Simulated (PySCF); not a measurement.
Computed IR spectrum (relative IR intensity) of a molecule C₈H₁₂. Geometry: PBE0-D3(BJ)/def2-SVP. One conformer was computed; it need not be the lowest. Calculation: PBE0-D3(BJ)/def2-SVP in PySCF 2.14.0. Harmonic, unscaled wavenumbers; measured fundamentals usually lie a few per cent lower.

| ν (cm⁻¹) | relative intensity |
|---|---|
| 404 | 5.8 |
| 655 | 6.3 |
| 757 | 100 |
| 910 | 2.5 |
| 932 | 5.2 |
| 1121 | 4.0 |
| 1260 | 16 |
| 1458 | 5.0 |
| 1467 | 30 |
| 1756 | 7.8 |
| 3054 | 99 |
| 3114 | 13 |
| 3122 | 78 |
| 3162 | 16 |
| 3184 | 67 |

Q: Which molecule gave these data?
(A) CC=C=C1CC[C@H]1C
(B) C#CC1(CC)CCC1
(C) C1=CCCC=CCC1
(D) C=C[C@H]1CC[C@@H]1C=C

A: C, C1=CCCC=CCC1
